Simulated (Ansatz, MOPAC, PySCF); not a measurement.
Dimer: HF (SMILES F) (first 2 atoms) with H2 (SMILES [H][H]); geometry from B3LYP-D3(BJ)/def2-TZVP, rigid monomers moved along the line of their centres of mass till H2···H3 is 3.53 Å.
(charge 0, multiplicity 1):
```xyz
4

F      0.06905     0.09157    -0.12666
H      0.10901     0.08216     0.79901
H      0.63738     0.06323     4.29395
H     -0.10722     0.02483     4.32683
```

Counterpoise-corrected where a basis set is named; no monomer relaxation. Rows marked so take none.

Frozen-core correlation. CBS: X⁻³ extrapolation of the correlation energy, Hartree–Fock from the larger set. Rows in 6-311+G**, 6-31G* carry no dispersion term and start afresh at each structure (6-31G* with six Cartesian d functions). MP2/6-31G* freezes PySCF's default core. The state that AM1, PM7 reach isn't checked; PM7 holds dispersion and hydrogen-bond terms.

Programs: Ansatz (a quantum-chemistry and plane-wave program); MOPAC for AM1, PM7 (differences of heats of formation); PySCF for 6-311+G** rows, 6-31G* rows, the dispersion terms. Each number belongs to the level named beside it.

Other levels give for the interaction energy: PBE/def2-TZVPPD -8.5; B3LYP/def2-TZVPPD -4.8; B3LYP-D3(BJ)/def2-TZVPPD -7.8; wB97M-V/def2-TZVPPD -8.3; CCSD(T)/CBS(aug-cc-pVTZ, aug-cc-pVQZ) -8.3 meV.

Problem. What do these common cheap choices give for the same quantity: AM1, PM7, HF/6-31G*, HF/6-31G* (no counterpoise), BP86/6-31G* (no counterpoise), B3LYP/6-31G*, B3LYP/6-311+G** (no counterpoise), MP2/6-31G*?

Solution. AM1 -0.2; PM7 -3.1; HF/6-31G* -4.1; HF/6-31G* (no counterpoise) -4.8; BP86/6-31G* (no counterpoise) -2.2; B3LYP/6-31G* -3.1; B3LYP/6-311+G** (no counterpoise) -4.5; MP2/6-31G* -4.0 meV. They span -4.8 to -0.2 meV.
